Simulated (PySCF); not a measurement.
## AuSI: one-bond stretch

Level of theory: PySCF, UB3LYP, basis Au def2-SVP with ECP60, S def2-SVP, I def2-SVP with ECP28 (scalar-relativistic core potentials, no spin–orbit coupling, density fitting).

Rigid scan from the triplet minimum (Au–I 2.578 Å, Au–S 2.227 Å; I–Au–S 180.0°). Coordinate: the bond from Au to the last atom (I) scaled, the rest fixed. Energies in kJ/mol from the minimum.

```
scale of one bond  E (kJ/mol)  dipole size (D)  ⟨S²⟩
             1.00         0.0             1.50  2.01
             1.05         7.4             1.91  2.01
             1.12        33.4             2.41  2.01
             1.20        71.6             2.84  2.01
             1.35       139.5             3.20  2.01
             1.55       200.0                –  2.01
             1.80       235.3                –  2.01
             2.20       253.8                –  2.01
```

With open d or f shells other occupations or spin states may lie lower. No spin–orbit coupling is included, which matters more the heavier the element.

Other isomers or separated fragments may lie lower.
